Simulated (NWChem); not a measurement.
Program: NWChem. System: CH$_{3}$Li, charge 1, spin multiplicity 2, at the geometry of a parent with another charge or spin, in a state set for the comparison that need not be this species' ground state. Its SCF solution wasn't tested for a lower state. Level: UPBE/pcseg-1.

The NWChem input:

```
start mol
memory heap 200 mb stack 900 mb global 1100 mb
charge 1
geometry units angstroms nocenter noautoz
  Li     0.932629    -1.296165     0.000000
  C     -0.223810     0.311052     0.000000
  H     -0.900175     0.375331     0.885897
  H     -0.900175     0.375331    -0.885897
  H      0.345320     1.271524     0.000000
  symmetry group Cs
end
basis spherical
  * library pcseg-1
end
dft
  xc xpbe96 cpbe96
  odft
  mult 2
  semidirect memsize 60000000 filesize 0
  iterations 100
end
task dft energy
```

Part of the output:

```
             Northwest Computational Chemistry Package (NWChem) 7.3.0
             --------------------------------------------------------

                                NWChem Input Module
                                -------------------

 Scaling coordinates for geometry "geometry" by  1.889725989
 (inverse scale =  0.529177249)

 Turning off AUTOSYM since
 SYMMETRY directive was detected!

                             Geometry "geometry" -> ""
                             -------------------------

 Output coordinates in angstroms (scale by  1.889725989 to convert to a.u.)

  No.       Tag          Charge          X              Y              Z
 ---- ---------------- ---------- -------------- -------------- --------------
    1 Li                   3.0000     0.93262900    -1.29616500     0.00000000
    2 C                    6.0000    -0.22381000     0.31105200     0.00000000
    3 H                    1.0000    -0.90017500     0.37533100     0.88589700
    4 H                    1.0000    -0.90017500     0.37533100    -0.88589700
    5 H                    1.0000     0.34532000     1.27152400     0.00000000

 Effective nuclear repulsion energy (a.u.)      16.0466082827

            Nuclear Dipole moment (a.u.)
            ----------------------------
        X                 Y               Z
 ---------------- ---------------- ----------------
    -0.0000056692     0.0000056692     0.0000000000

      Symmetry information
      --------------------

 Group name             Cs
 Group number              2
 Group order               2
 No. of unique centers     4

      Symmetry unique atoms

     1    2    3    5


 Summary of "ao basis" -> "" (spherical)
 ------------------------------------------------------------------------------
       Tag                 Description            Shells   Functions and Types
 ---------------- ------------------------------  ------  ---------------------
 *                          pcseg-1                   on all atoms

  pbe96 is a nonlocal functional; adding pw91lda local functional.

                                 NWChem DFT Module
                                 -----------------

 Summary of "ao basis" -> "ao basis" (spherical)
 ------------------------------------------------------------------------------
       Tag                 Description            Shells   Functions and Types
 ---------------- ------------------------------  ------  ---------------------
 Li                         pcseg-1                  5        9   3s2p
 C                          pcseg-1                  6       14   3s2p1d
 H                          pcseg-1                  3        5   2s1p

 Summary of "ao basis" -> "ao basis" (spherical)
 ------------------------------------------------------------------------------
       Tag                 Description            Shells   Functions and Types
 ---------------- ------------------------------  ------  ---------------------
 Li                         pcseg-1                  5        9   3s2p
 C                          pcseg-1                  6       14   3s2p1d
 H                          pcseg-1                  3        5   2s1p

      Symmetry analysis of basis
      --------------------------

        a'         26
        a"         12

            General Information
            -------------------
          SCF calculation type: DFT
          Wavefunction type:  spin polarized.
          No. of atoms     :     5
          No. of electrons :    11
[...]
     9      0.703399  1 Li pz                 6      0.434374  1 Li pz
    25     -0.322452  3 H  s                 30      0.322452  4 H  s
    18      0.218774  2 C  pz                24     -0.151797  3 H  s
    29      0.151797  4 H  s                 15     -0.043412  2 C  pz

                     DFT Final Beta Molecular Orbital Analysis
                     -----------------------------------------

 Vector    3  Occ=1.000000D+00  E=-8.200101D-01  Symmetry=a'
              MO Center= -3.4D-01,  4.8D-01,  4.6D-16, r^2= 9.6D-01
   Bfn.  Coefficient  Atom+Function         Bfn.  Coefficient  Atom+Function
  ----- ------------  ---------------      ----- ------------  ---------------
    11      0.411497  2 C  s                 12      0.310310  2 C  s
    10     -0.208963  2 C  s                 24      0.200852  3 H  s
    29      0.200852  4 H  s                 34      0.200852  5 H  s
    14      0.062900  2 C  py                13     -0.045259  2 C  px
     1     -0.035479  1 Li s

 Vector    4  Occ=1.000000D+00  E=-5.615879D-01  Symmetry=a"
              MO Center= -5.2D-01,  3.4D-01, -6.2D-16, r^2= 1.2D+00
   Bfn.  Coefficient  Atom+Function         Bfn.  Coefficient  Atom+Function
  ----- ------------  ---------------      ----- ------------  ---------------
    15      0.461833  2 C  pz                24      0.325825  3 H  s
    29     -0.325825  4 H  s                 18      0.240731  2 C  pz
    25      0.059414  3 H  s                 30     -0.059414  4 H  s

 Vector    5  Occ=1.000000D+00  E=-5.615864D-01  Symmetry=a'
              MO Center= -1.5D-01,  6.0D-01,  4.3D-18, r^2= 1.2D+00
   Bfn.  Coefficient  Atom+Function         Bfn.  Coefficient  Atom+Function
  ----- ------------  ---------------      ----- ------------  ---------------
    13      0.374873  2 C  px                34      0.376231  5 H  s
    14      0.269741  2 C  py                16      0.195404  2 C  px
    24     -0.188115  3 H  s                 29     -0.188115  4 H  s
    17      0.140604  2 C  py                35      0.068606  5 H  s
    25     -0.034303  3 H  s                 30     -0.034303  4 H  s

 Vector    6  Occ=0.000000D+00  E=-4.179086D-01  Symmetry=a'
              MO Center= -3.8D-02,  5.3D-02, -4.6D-16, r^2= 1.3D+00
   Bfn.  Coefficient  Atom+Function         Bfn.  Coefficient  Atom+Function
  ----- ------------  ---------------      ----- ------------  ---------------
    14      0.406984  2 C  py                17      0.321881  2 C  py
    13     -0.292846  2 C  px                12     -0.247409  2 C  s
    16     -0.231610  2 C  px                 1      0.143758  1 Li s
     2     -0.138539  1 Li s                 24      0.118037  3 H  s
    29      0.118037  4 H  s                 34      0.118034  5 H  s

 Vector    7  Occ=0.000000D+00  E=-2.184490D-01  Symmetry=a'
              MO Center=  1.2D+00, -1.6D+00, -2.2D-15, r^2= 4.5D+00
   Bfn.  Coefficient  Atom+Function         Bfn.  Coefficient  Atom+Function
  ----- ------------  ---------------      ----- ------------  ---------------
     2      0.625393  1 Li s                  3      0.434307  1 Li s
    12     -0.406279  2 C  s                  5     -0.168166  1 Li py
     1     -0.165823  1 Li s                 11     -0.126005  2 C  s
     4      0.121000  1 Li px                25      0.082791  3 H  s
    30      0.082791  4 H  s                 35      0.082788  5 H  s

 Vector    8  Occ=0.000000D+00  E=-1.713934D-01  Symmetry=a"
              MO Center=  9.4D-01, -1.3D+00,  2.6D-15, r^2= 4.8D+00
   Bfn.  Coefficient  Atom+Function         Bfn.  Coefficient  Atom+Function
  ----- ------------  ---------------      ----- ------------  ---------------
     9      0.722653  1 Li pz                 6      0.424197  1 Li pz
    25     -0.276352  3 H  s                 30      0.276352  4 H  s
    18      0.174575  2 C  pz                24     -0.139739  3 H  s
    29      0.139739  4 H  s                 15     -0.048267  2 C  pz

   alpha - beta orbital overlaps
   -----------------------------

   alpha      1      2      3      4      5      6      7      8      9     10
    beta      1      2      3      4      5      6      7      9      8     10
 overlap   1.000  1.000  0.997  1.000  1.000  0.994  0.997  0.999  0.999  0.999

   alpha     11     12     13     14     15     16     17     18     19     20
    beta     11     12     14     13     15     16     17     18     19     20
 overlap   0.999  0.999  0.931  0.936  1.000  1.000  0.995  1.000  1.000  0.989

   alpha     21     22     23     24     25     26     27     28     29     30
    beta     22     21     23     24     25     26     27     28     29     30
 overlap   1.000  1.000  0.994  0.999  0.999  0.999  0.998  1.000  0.996  0.996

   alpha     31     32     33     34     35     36     37     38
    beta     31     32     33     34     35     36     37     38
 overlap   0.996  0.996  0.999  0.999  0.999  1.000  1.000  1.000

     --------------------------
     Expectation value of S2:
     --------------------------
      <S2> =      0.7520 (Exact =     0.7500)

 center of mass
 --------------
 x =   0.20502725 y =  -0.28494557 z =   0.00000000

 moments of inertia (a.u.)
 ------------------
          56.931366354256          32.834379891640           0.000000000000
          32.834379891640          34.923407760234           0.000000000000
           0.000000000000           0.000000000000          80.556574276897

     Multipole analysis of the density
     ---------------------------------

     L   x y z        total         alpha         beta         nuclear
     -   - - -        -----         -----         ----         -------
     0   0 0 0      1.000000     -6.000000     -5.000000     12.000000

     1   1 0 0      1.241772      0.655437      0.586340     -0.000006
     1   0 1 0     -1.725816     -0.910932     -0.814890      0.000006
     1   0 0 1      0.000000     -0.000000      0.000000      0.000000

     2   2 0 0     -2.421936    -10.147928     -8.878786     16.604778
     2   1 1 0     -4.574635      5.684442      5.028174    -15.287251
     2   1 0 1     -0.000000     -0.000000     -0.000000      0.000000
     2   0 2 0      0.644302    -13.958055    -12.249087     26.851444
     2   0 1 1     -0.000000     -0.000000      0.000000      0.000000
     2   0 0 2     -5.713497     -6.057831     -5.260905      5.605239

 Task  times  cpu:        0.8s     wall:        0.8s

 Total times  cpu:        0.9s     wall:        0.9s
```
